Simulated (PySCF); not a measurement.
C₃H₄FNSi, SMILES F[Si@H]1C=CC=N1. Atoms are numbered in the order given.

```xyz
10

F      1.9812     0.1665    -0.6611
Si     0.7603    -0.1431     0.3622
C     -0.4669     1.2669     0.5172
C     -1.6282     0.7409     0.0897
C     -1.5197    -0.6982    -0.3732
N     -0.3923    -1.2952    -0.3354
H      1.3558    -0.6343     1.6252
H     -0.3795     2.2920     0.8839
H     -2.5894     1.2663     0.0564
H     -2.4267    -1.2108    -0.7404
```

Geometry optimised at ωB97X-D3(BJ)/def2-SVP. The structure was generated by enumeration; whether it is a known compound was not checked.

Two levels are set side by side: PBE/pcSseg-1 (PySCF) and PBE0/pcSseg-1 (PySCF). GIAO shifts against CFCl3 (¹⁹F), NH3 (¹⁵N), TMS (²⁹Si), TMS (¹H), TMS (¹³C) at the same level; non-relativistic, no solvent, atoms listed together averaged. Differences are taken from unrounded values.

```
quantity                PBE0
--------------------  ------
δ(¹⁹F) of F1 (ppm)    -198.2
δ(²⁹Si) of Si2 (ppm)     9.4
δ(¹³C) of C3 (ppm)     148.8
δ(¹³C) of C4 (ppm)     157.4
δ(¹³C) of C5 (ppm)     186.3
δ(¹⁵N) of N6 (ppm)     373.9
δ(¹H) of H7 (ppm)       5.61
δ(¹H) of H8 (ppm)       7.09
δ(¹H) of H9 (ppm)       7.35
δ(¹H) of H10 (ppm)      8.97
```

### Question
What does PBE give, and how far is it from PBE0? (The exact figures need the calculation; the answer reports its results.)

### Answer

```csv
quantity,PBE,PBE minus PBE0
δ(¹⁹F) of F1 (ppm),-220.8,-22.5
δ(²⁹Si) of Si2 (ppm),11.0,1.6
δ(¹³C) of C3 (ppm),146.7,-2.1
δ(¹³C) of C4 (ppm),155.1,-2.3
δ(¹³C) of C5 (ppm),184.4,-1.9
δ(¹⁵N) of N6 (ppm),373.6,-0.4
δ(¹H) of H7 (ppm),5.82,0.22
δ(¹H) of H8 (ppm),6.95,-0.14
δ(¹H) of H9 (ppm),7.26,-0.09
δ(¹H) of H10 (ppm),9.00,0.03
```

Rough cost on one machine, each run with all the roots and properties that it gave: PBE0 against PBE within a factor of 2.
